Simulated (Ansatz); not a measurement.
Sn₄H₂, 6 atoms. Hardware: 4 threads of Arm Neoverse V1 on a shared host.

In the def2 sets Sn takes a core potential; there is no spin–orbit coupling. Correlated methods freeze 16 core orbitals; core or outer-core shells of Sn are correlated, in sets that lack core-valence functions.

(1) How many basis functions does each of these Ansatz runs have, and roughly what does it cost? PBE0-D4/def2-SVP, charge 0 singlet, energy, from earlier orbitals; CCSD(T)/def2-SVP, charge 0 singlet, energy, from earlier orbitals; LDA (SPW92)/def2-TZVP, charge 0 singlet, energy, from earlier orbitals; PBE0-D4/def2-TZVP, charge 0 singlet, energy, from earlier orbitals; PBE0-D4/def2-SVP, charge 0 singlet, relaxation, 9 steps; HSE06-D4/def2-TZVP, charge 0 singlet, energy, from earlier orbitals; PBE-QIDH/def2-TZVP, charge 0 singlet, energy, from earlier orbitals; MP2/def2-TZVP, charge 0 singlet, energy, from earlier orbitals; PBE-D4/def2-TZVP, charge 0 singlet, energy and forces, from earlier orbitals; r2SCAN-D4/def2-TZVP, charge 0 singlet, energy, from earlier orbitals; PBE-D4/def2-SVP, charge 0 singlet, energy, from earlier orbitals.

Answers

(1) Other jobs shared the machine, so times can vary by a factor of up to 3. A dash marks memory too small to be measured apart from the calling script's.

| run | functions | fitting or Cholesky vectors | wall time | peak host memory (GiB) |
| --- | --- | --- | --- | --- |
| PBE-D4/def2-SVP, charge 0 singlet, energy, from earlier orbitals | 114 | 1280 | 1.4 s | – |
| LDA (SPW92)/def2-TZVP, charge 0 singlet, energy, from earlier orbitals | 212 | 1640 | 1.6 s | – |
| PBE0-D4/def2-SVP, charge 0 singlet, energy, from earlier orbitals | 114 | 1470 | 2.5 s | – |
| PBE-D4/def2-TZVP, charge 0 singlet, energy and forces, from earlier orbitals | 212 | 1640 | 3.3 s | – |
| HSE06-D4/def2-TZVP, charge 0 singlet, energy, from earlier orbitals | 212 | 1932 | 5.5 s | 0.88 |
| MP2/def2-TZVP, charge 0 singlet, energy, from earlier orbitals | 212 | 2025 | 5.5 s | 0.72 |
| PBE0-D4/def2-TZVP, charge 0 singlet, energy, from earlier orbitals | 212 | 1932 | 6 s | 0.84 |
| r2SCAN-D4/def2-TZVP, charge 0 singlet, energy, from earlier orbitals | 212 | 1640 | 6.5 s | – |
| PBE-QIDH/def2-TZVP, charge 0 singlet, energy, from earlier orbitals | 212 | 2025 | 9.5 s | 0.76 |
| CCSD(T)/def2-SVP, charge 0 singlet, energy, from earlier orbitals | 114 | 1470 | 22 s | 0.76 |
| PBE0-D4/def2-SVP, charge 0 singlet, relaxation, 9 steps | 114 | 1618 | 24 s | – |
